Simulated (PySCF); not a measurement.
# Bond lengths and vibrations by method: CFH3OSi

Calculated results; nothing here was measured. The program is PySCF 2.14.0, an open-source quantum chemistry code, run on an isolated molecule that a program drew, which may never have been made. The molecule is CFH3OSi (charge 0, singlet), drawn as the SMILES string `CO[Si]F`.

The geometry was optimised and harmonic frequencies were computed with HF and MP2, all in the cc-pV(D+d)Z basis, for the commonest isotopes, with a restricted reference for singlets and an unrestricted one otherwise, and a frozen core in MP2. Each result is a local minimum of its method.

Geometry at the HF minimum:
```xyz
7
CFH3OSi, angstrom
C    -0.5997   -2.3232    1.5418
O    -0.5584   -1.3602    0.5098
Si    0.6366   -0.6306   -0.3159
F     1.9526   -1.3197    0.3715
H    -1.1583   -3.1902    1.1913
H     0.4032   -2.6299    1.8345
H    -1.1156   -1.8957    2.4008
```

Lengths of the bonds as drawn, in Å (atoms numbered as above):
| bond | HF | MP2 |
|---|---|---|
| C1-O2 | 1.412 | 1.434 |
| O2-Si3 | 1.626 | 1.657 |
| Si3-F4 | 1.637 | 1.657 |
| C1-H5 | 1.089 | 1.101 |
| C1-H6 | 1.089 | 1.101 |
| C1-H7 | 1.089 | 1.101 |

Rotational constants, in GHz:
```
constant,HF,MP2
A,12.42,11.84
B,4.719,4.714
C,3.495,3.445
```

Harmonic frequencies in cm^-1, each column in rising order, so a row needn't be the same motion in every method:
| rank | HF | MP2 |
|---|---|---|
| 1 | 77 | 97 |
| 2 | 197 | 199 |
| 3 | 199 | 202 |
| 4 | 444 | 413 |
| 5 | 784 | 745 |
| 6 | 829 | 805 |
| 7 | 1213 | 1121 |
| 8 | 1274 | 1182 |
| 9 | 1292 | 1202 |
| 10 | 1588 | 1475 |
| 11 | 1603 | 1504 |
| 12 | 1604 | 1507 |
| 13 | 3201 | ? |
| 14 | 3285 | 3196 |
| 15 | 3299 | 3204 |

**Estimate the missing MP2 frequency from the HF column.**

A single factor s that minimises the squared misfit of MP2 against s times HF over the other rows is sum(HF x MP2) / sum(HF^2) = 0.9578, with an rms misfit of 31 cm^-1. For rank 13 it gives 0.9578 x 3201 = 3066 cm^-1. The calculation gives 3091 cm^-1, 25 cm^-1 above the estimate. The drawn bonds are on average 1.3 % longer in MP2 than in HF.
